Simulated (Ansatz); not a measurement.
Start from `COB(O)O` and change one atom or group to get `[CH3][Al]([CH3])[O]B(O)O`.

Ansatz, PBE0-D4/def2-TZVP geometries, multiplicity 1. Each molecule was computed in one conformer, which needn't be the lowest.

| property | `COB(O)O` |
| --- | --- |
| HOMO energy (PBE0/def2-TZVPP) / eV | -8.43 |
| LUMO energy (PBE0/def2-TZVPP) / eV | 0.75 |
| HOMO–LUMO gap (PBE0/def2-TZVPP) / eV | 9.17 |
| LUMO energy (PBE/def2-TZVPP) / eV | -0.09 |
| LUMO energy (B3LYP/def2-TZVPP) / eV | 0.36 |
| HOMO–LUMO gap (B3LYP/def2-TZVPP) / eV | 8.55 |

What does the change do to each property? (Best estimate.)

Ansatz gave: 
```json
{"property": "HOMO energy (PBE0/def2-TZVPP) / eV", "`[CH3][Al]([CH3])[O]B(O)O`": "-7.66", "shift": "0.77"}
{"property": "LUMO energy (PBE0/def2-TZVPP) / eV", "`[CH3][Al]([CH3])[O]B(O)O`": "-0.12", "shift": "-0.87"}
{"property": "HOMO–LUMO gap (PBE0/def2-TZVPP) / eV", "`[CH3][Al]([CH3])[O]B(O)O`": "7.53", "shift": "-1.64"}
{"property": "LUMO energy (PBE/def2-TZVPP) / eV", "`[CH3][Al]([CH3])[O]B(O)O`": "-0.92", "shift": "-0.83"}
{"property": "LUMO energy (B3LYP/def2-TZVPP) / eV", "`[CH3][Al]([CH3])[O]B(O)O`": "-0.37", "shift": "-0.73"}
{"property": "HOMO–LUMO gap (B3LYP/def2-TZVPP) / eV", "`[CH3][Al]([CH3])[O]B(O)O`": "7.07", "shift": "-1.48"}
```

With PBE0 the HOMO rises by 0.77 eV and the LUMO falls by 0.87 eV, so the gap narrows by about 1.64 eV. PBE moves the HOMO by 0.45 eV and ωB97M-V by 0.96 eV.

B3LYP here is the variant with VWN-RPA as its local correlation; programs differ in this.
